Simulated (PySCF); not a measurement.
NbOCl2, SMILES [O]=[Nb]([Cl])[Cl] (connectivity only; charge and spin as stated), neutral, multiplicity 2.

Geometry: PBE-D3(BJ)/def2-SVP. The multiplicity is an assumed one; other spin states were not compared. The isomer is the one that the SMILES or the coordinates give; other isomers of the formula were not compared. The def2 effective core potentials stand for the cores of Nb; spin–orbit coupling is left out.

All values below come from PBE-D3(BJ)/def2-SVP (PySCF).

Frequencies are harmonic and unscaled.

A small imaginary wavenumber (i) marks a very flat motion, where grid noise or a shallow saddle decides the sign.

```tsv
mode	ν (cm⁻¹)	IR (km/mol)	moving atoms (share of kinetic energy)
1	6i	14.1	Nb 44 %, O 33 %, Cl 23 %
2	96	1.6	Cl 72 %, Nb 24 %
3	204	0.1	O 74 %, Cl 23 %
4	369	12.9	Cl 89 %, Nb 10 %
5	444	93.9	Cl 53 %, Nb 44 %
6	1006	137.5	O 85 %, Nb 15 %
```
